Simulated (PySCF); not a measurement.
octasulfur (S₈), singlet, at a GFN2-xTB geometry; SVWN5/STO-3G (PySCF).

The PySCF input:
```python
from pyscf import gto, scf, dft

mol = gto.M(
    atom='''
S     1.75411790   -1.78962887    0.07332880
S     1.52958456   -0.06385551    1.13564303
S     1.91565693    1.61650911    0.04727578
S     0.12771566    2.07563782   -0.95606029
S    -1.36295301    1.78306853    0.41879447
S    -2.36887737    0.11051203   -0.23977795
S    -1.52527058   -1.63948521    0.44497305
S    -0.06997411   -2.09275791   -0.92417688
''',
    basis='sto-3g',
    verbose=4,
)

mf = dft.RKS(mol)
mf.xc = 'lda,vwn'
mf.diis = False
mf.max_cycle = 100
mf.kernel()
```

What the program printed (banner, timings and long lists left out):

```
PySCF version 2.14.0

[INPUT] verbose = 4
[INPUT] num. atoms = 8
[INPUT] num. electrons = 128
[INPUT] charge = 0
[INPUT] spin (= nelec alpha-beta = 2S) = 0
[INPUT] symmetry False subgroup None
[INPUT] Mole.unit = angstrom
[INPUT] Symbol           X                Y                Z      unit          X                Y                Z       unit  Magmom
[...]
nuclear repulsion = 1236.82230582794
number of shells = 40
number of NR pGTOs = 216
number of NR cGTOs = 72
basis = sto-3g
ecp = {}

******** <class 'pyscf.dft.rks.RKS'> ********
method = RKS
initial guess = minao
damping factor = 0
level_shift factor = 0
DIIS disabled
SCF conv_tol = 1e-09
SCF conv_tol_grad = None
SCF max_cycles = 100
direct_scf = True
direct_scf_tol = 1e-13
XC library pyscf.dft.libxc version 7.1.2
    S. Lehtola, C. Steigemann, M. J. T. Oliveira, and M. A. L. Marques,  SoftwareX 7, 1–5 (2018)
XC functionals = lda,vwn
    P. A. M. Dirac,  Math. Proc. Cambridge Philos. Soc. 26, 376 (1930)
    F. Bloch,  Z. Phys. 57, 545 (1929)
    S. H. Vosko, L. Wilk, and M. Nusair,  Can. J. Phys. 58, 1200 (1980)
radial grids:
    Treutler-Ahlrichs [JCP 102, 346 (1995); DOI:10.1063/1.469408] (M4) radial grids

becke partition: Becke, JCP 88, 2547 (1988); DOI:10.1063/1.454033
pruning grids: <function nwchem_prune>
grids dens level: 3
symmetrized grids: False
atomic radii adjust function: <function treutler_atomic_radii_adjust>
small_rho_cutoff = 0
Set gradient conv threshold to 3.16228e-05
Initial guess from minao.
tot grids = 151040
init E= -3138.86001489421
[...]
cycle= 1 E= -3139.14233138114  delta_E= -0.282  |g|= 0.152  |ddm|= 5.26
[...]
cycle= 2 E= -3139.15961783131  delta_E= -0.0173  |g|= 0.0702  |ddm|= 1.04
[...]
cycle= 3 E= -3139.15829845208  delta_E= 0.00132  |g|= 0.0948  |ddm|= 0.438
[...]
cycle= 4 E= -3139.14227402045  delta_E= 0.016  |g|= 0.206  |ddm|= 0.671
[...]
cycle= 5 E= -3139.07002423767  delta_E= 0.0722  |g|= 0.427  |ddm|= 1.43
[...]
cycle= 6 E= -3138.42220574029  delta_E= 0.648  |g|= 1.27  |ddm|= 3.67
[...]
cycle= 7 E= -3136.66291315836  delta_E= 1.76  |g|= 1.87  |ddm|= 7.06
[...]
cycle= 8 E= -3126.06151658463  delta_E= 10.6  |g|= 3.48  |ddm|= 11.9
[...]
cycle= 9 E= -3128.12340295125  delta_E= -2.06  |g|=  3.1  |ddm|= 13.5
[...]
cycle= 10 E= -3126.4164658446  delta_E= 1.71  |g|= 3.38  |ddm|= 13.5
[...]
cycle= 11 E= -3127.94509811522  delta_E= -1.53  |g|=  3.1  |ddm|= 13.4
[...]
cycle= 12 E= -3126.49613904004  delta_E= 1.45  |g|= 3.36  |ddm|= 13.4
[...]
cycle= 13 E= -3127.92456207429  delta_E= -1.43  |g|=  3.1  |ddm|= 13.4
[...]
cycle= 14 E= -3126.50916765067  delta_E= 1.42  |g|= 3.36  |ddm|= 13.4
[...]
cycle= 15 E= -3127.92123872054  delta_E= -1.41  |g|=  3.1  |ddm|= 13.4
[...]
cycle= 16 E= -3126.51149182908  delta_E= 1.41  |g|= 3.36  |ddm|= 13.4
[...]
cycle= 17 E= -3127.92064064043  delta_E= -1.41  |g|=  3.1  |ddm|= 13.4
[...]
cycle= 18 E= -3126.51192534171  delta_E= 1.41  |g|= 3.36  |ddm|= 13.4
[...]
cycle= 19 E= -3127.92052852043  delta_E= -1.41  |g|=  3.1  |ddm|= 13.4
[...]
cycle= 20 E= -3126.51200778447  delta_E= 1.41  |g|= 3.36  |ddm|= 13.4
[...]
cycle= 21 E= -3127.92050714261  delta_E= -1.41  |g|=  3.1  |ddm|= 13.4
[...]
cycle= 22 E= -3126.51202358265  delta_E= 1.41  |g|= 3.36  |ddm|= 13.4
[...]
cycle= 23 E= -3127.92050303468  delta_E= -1.41  |g|=  3.1  |ddm|= 13.4
[...]
cycle= 24 E= -3126.51202661105  delta_E= 1.41  |g|= 3.36  |ddm|= 13.4
[...]
cycle= 25 E= -3127.92050223988  delta_E= -1.41  |g|=  3.1  |ddm|= 13.4
[...]
cycle= 26 E= -3126.51202718368  delta_E= 1.41  |g|= 3.36  |ddm|= 13.4
[...]
cycle= 27 E= -3127.92050208302  delta_E= -1.41  |g|=  3.1  |ddm|= 13.4
[...]
cycle= 28 E= -3126.51202728386  delta_E= 1.41  |g|= 3.36  |ddm|= 13.4
[...]
cycle= 29 E= -3127.9205020494  delta_E= -1.41  |g|=  3.1  |ddm|= 13.4
[...]
cycle= 30 E= -3126.51202729366  delta_E= 1.41  |g|= 3.36  |ddm|= 13.4
[...]
cycle= 31 E= -3127.92050203976  delta_E= -1.41  |g|=  3.1  |ddm|= 13.4
[...]
cycle= 32 E= -3126.51202728671  delta_E= 1.41  |g|= 3.36  |ddm|= 13.4
[...]
cycle= 33 E= -3127.92050203496  delta_E= -1.41  |g|=  3.1  |ddm|= 13.4
[...]
cycle= 34 E= -3126.51202727716  delta_E= 1.41  |g|= 3.36  |ddm|= 13.4
[...]
cycle= 35 E= -3127.9205020313  delta_E= -1.41  |g|=  3.1  |ddm|= 13.4
[...]
cycle= 36 E= -3126.51202726768  delta_E= 1.41  |g|= 3.36  |ddm|= 13.4
[...]
cycle= 37 E= -3127.92050202807  delta_E= -1.41  |g|=  3.1  |ddm|= 13.4
[...]
cycle= 38 E= -3126.51202725875  delta_E= 1.41  |g|= 3.36  |ddm|= 13.4
[...]
cycle= 39 E= -3127.92050202509  delta_E= -1.41  |g|=  3.1  |ddm|= 13.4
[...]
cycle= 40 E= -3126.51202725043  delta_E= 1.41  |g|= 3.36  |ddm|= 13.4
[...]
cycle= 41 E= -3127.92050202232  delta_E= -1.41  |g|=  3.1  |ddm|= 13.4
[...]
cycle= 42 E= -3126.51202724272  delta_E= 1.41  |g|= 3.36  |ddm|= 13.4
[...]
cycle= 43 E= -3127.92050201975  delta_E= -1.41  |g|=  3.1  |ddm|= 13.4
[...]
cycle= 44 E= -3126.51202723554  delta_E= 1.41  |g|= 3.36  |ddm|= 13.4
[...]
cycle= 45 E= -3127.92050201736  delta_E= -1.41  |g|=  3.1  |ddm|= 13.4
[...]
cycle= 46 E= -3126.51202722887  delta_E= 1.41  |g|= 3.36  |ddm|= 13.4
[...]
cycle= 47 E= -3127.92050201514  delta_E= -1.41  |g|=  3.1  |ddm|= 13.4
[...]
cycle= 48 E= -3126.51202722267  delta_E= 1.41  |g|= 3.36  |ddm|= 13.4
[...]
cycle= 49 E= -3127.92050201307  delta_E= -1.41  |g|=  3.1  |ddm|= 13.4
[...]
cycle= 50 E= -3126.51202721693  delta_E= 1.41  |g|= 3.36  |ddm|= 13.4
[...]
cycle= 51 E= -3127.92050201117  delta_E= -1.41  |g|=  3.1  |ddm|= 13.4
[...]
cycle= 52 E= -3126.51202721161  delta_E= 1.41  |g|= 3.36  |ddm|= 13.4
[...]
cycle= 53 E= -3127.92050200939  delta_E= -1.41  |g|=  3.1  |ddm|= 13.4
[...]
cycle= 54 E= -3126.51202720664  delta_E= 1.41  |g|= 3.36  |ddm|= 13.4
[...]
cycle= 55 E= -3127.92050200773  delta_E= -1.41  |g|=  3.1  |ddm|= 13.4
[...]
cycle= 56 E= -3126.51202720205  delta_E= 1.41  |g|= 3.36  |ddm|= 13.4
[...]
cycle= 57 E= -3127.9205020062  delta_E= -1.41  |g|=  3.1  |ddm|= 13.4
[...]
cycle= 58 E= -3126.51202719778  delta_E= 1.41  |g|= 3.36  |ddm|= 13.4
[...]
cycle= 59 E= -3127.92050200477  delta_E= -1.41  |g|=  3.1  |ddm|= 13.4
[...]
cycle= 60 E= -3126.51202719383  delta_E= 1.41  |g|= 3.36  |ddm|= 13.4
[...]
cycle= 61 E= -3127.92050200345  delta_E= -1.41  |g|=  3.1  |ddm|= 13.4
[...]
cycle= 62 E= -3126.51202719015  delta_E= 1.41  |g|= 3.36  |ddm|= 13.4
[...]
cycle= 63 E= -3127.92050200223  delta_E= -1.41  |g|=  3.1  |ddm|= 13.4
[...]
cycle= 64 E= -3126.51202718674  delta_E= 1.41  |g|= 3.36  |ddm|= 13.4
[...]
cycle= 65 E= -3127.92050200109  delta_E= -1.41  |g|=  3.1  |ddm|= 13.4
[...]
cycle= 66 E= -3126.51202718358  delta_E= 1.41  |g|= 3.36  |ddm|= 13.4
[...]
cycle= 67 E= -3127.92050200002  delta_E= -1.41  |g|=  3.1  |ddm|= 13.4
[...]
cycle= 68 E= -3126.51202718065  delta_E= 1.41  |g|= 3.36  |ddm|= 13.4
[...]
cycle= 69 E= -3127.92050199902  delta_E= -1.41  |g|=  3.1  |ddm|= 13.4
[...]
cycle= 70 E= -3126.51202717795  delta_E= 1.41  |g|= 3.36  |ddm|= 13.4
[...]
cycle= 71 E= -3127.92050199814  delta_E= -1.41  |g|=  3.1  |ddm|= 13.4
[...]
cycle= 72 E= -3126.51202717543  delta_E= 1.41  |g|= 3.36  |ddm|= 13.4
[...]
cycle= 73 E= -3127.92050199729  delta_E= -1.41  |g|=  3.1  |ddm|= 13.4
[...]
cycle= 74 E= -3126.5120271731  delta_E= 1.41  |g|= 3.36  |ddm|= 13.4
[...]
cycle= 75 E= -3127.92050199649  delta_E= -1.41  |g|=  3.1  |ddm|= 13.4
[...]
cycle= 76 E= -3126.51202717095  delta_E= 1.41  |g|= 3.36  |ddm|= 13.4
[...]
cycle= 77 E= -3127.92050199576  delta_E= -1.41  |g|=  3.1  |ddm|= 13.4
[...]
cycle= 78 E= -3126.51202716896  delta_E= 1.41  |g|= 3.36  |ddm|= 13.4
[...]
cycle= 79 E= -3127.92050199507  delta_E= -1.41  |g|=  3.1  |ddm|= 13.4
[...]
cycle= 80 E= -3126.51202716711  delta_E= 1.41  |g|= 3.36  |ddm|= 13.4
[...]
cycle= 81 E= -3127.92050199446  delta_E= -1.41  |g|=  3.1  |ddm|= 13.4
[...]
cycle= 82 E= -3126.51202716538  delta_E= 1.41  |g|= 3.36  |ddm|= 13.4
[...]
cycle= 83 E= -3127.92050199387  delta_E= -1.41  |g|=  3.1  |ddm|= 13.4
[...]
cycle= 84 E= -3126.5120271638  delta_E= 1.41  |g|= 3.36  |ddm|= 13.4
[...]
cycle= 85 E= -3127.92050199334  delta_E= -1.41  |g|=  3.1  |ddm|= 13.4
[...]
cycle= 86 E= -3126.51202716233  delta_E= 1.41  |g|= 3.36  |ddm|= 13.4
[...]
cycle= 87 E= -3127.92050199283  delta_E= -1.41  |g|=  3.1  |ddm|= 13.4
[...]
cycle= 88 E= -3126.51202716097  delta_E= 1.41  |g|= 3.36  |ddm|= 13.4
[...]
cycle= 89 E= -3127.92050199239  delta_E= -1.41  |g|=  3.1  |ddm|= 13.4
[...]
cycle= 90 E= -3126.51202715972  delta_E= 1.41  |g|= 3.36  |ddm|= 13.4
[...]
cycle= 91 E= -3127.92050199198  delta_E= -1.41  |g|=  3.1  |ddm|= 13.4
[...]
cycle= 92 E= -3126.51202715857  delta_E= 1.41  |g|= 3.36  |ddm|= 13.4
[...]
cycle= 93 E= -3127.92050199156  delta_E= -1.41  |g|=  3.1  |ddm|= 13.4
[...]
cycle= 94 E= -3126.51202715749  delta_E= 1.41  |g|= 3.36  |ddm|= 13.4
[...]
cycle= 95 E= -3127.9205019912  delta_E= -1.41  |g|=  3.1  |ddm|= 13.4
[...]
cycle= 96 E= -3126.51202715652  delta_E= 1.41  |g|= 3.36  |ddm|= 13.4
[...]
cycle= 97 E= -3127.92050199086  delta_E= -1.41  |g|=  3.1  |ddm|= 13.4
[...]
cycle= 98 E= -3126.51202715562  delta_E= 1.41  |g|= 3.36  |ddm|= 13.4
[...]
cycle= 99 E= -3127.92050199054  delta_E= -1.41  |g|=  3.1  |ddm|= 13.4
[...]
cycle= 100 E= -3126.51202715477  delta_E= 1.41  |g|= 3.36  |ddm|= 13.4
SCF not converged.
SCF energy = -3126.51202715477
```

Convergence was not reached.
